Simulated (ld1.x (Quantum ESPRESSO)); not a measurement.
## Ranking TM potentials for Ge (Z = 32)

All share these settings but for the change named:

Ge, norm-conserving Troullier–Martins (Kleinman–Bylander form), made with ld1.x (Quantum ESPRESSO) 7.5 (PBE, scalar-relativistic). Core [Ar] 3d10, reference 4s2 4p2. Waves: 4s (bound): rc 1.70 bohr; 4p (bound): rc 2.25 bohr; 4d channel at 0.05 Ry: rc 2.20 bohr. Local part: all-electron potential smoothed inside 1.45 bohr (lloc = -2). Core correction: a·sin(br)/r model core, default radius (core density twice the valence density).

Cutoff: the first of the cutoffs (Ry, on a coarse ladder) from which the occupation-weighted sum of valence levels, in a spherical-Bessel basis at the reference potential, stays within 10 and 1 mRy of its value at 400 Ry; the density cutoff is not measured.

The base gives 18 Ry.

Of 8 variants that were run, those that failed, showed a ghost or another fault, or gave nearly equal values are left out.

A variant can come out equal or close to the base.

Task: Rank these variants from softest to hardest (loose cutoff).
A. all radii but the core radius scaled by about 1.09 (s 1.86, p 2.46, d 2.40 bohr); local potential all-electron potential smoothed inside 1.58 bohr (lloc = -2)
B. all radii but the core radius scaled by about 1.16 (s 1.98, p 2.62, d 2.56 bohr); local potential all-electron potential smoothed inside 1.68 bohr (lloc = -2)
C. all radii but the core radius scaled by about 1.37 (s 2.34, p 3.08, d 3.02 bohr); local potential all-electron potential smoothed inside 2.00 bohr (lloc = -2)
D. all radii but the core radius scaled by about 1.25 (s 2.12, p 2.80, d 2.74 bohr); local potential all-electron potential smoothed inside 1.82 bohr (lloc = -2)
E. all radii but the core radius scaled by about 0.90 (s 1.52, p 2.02, d 1.98 bohr); local potential all-electron potential smoothed inside 1.30 bohr (lloc = -2)

Result: C (10 Ry), D (12 Ry), B (15 Ry), A (18 Ry), E (25 Ry).
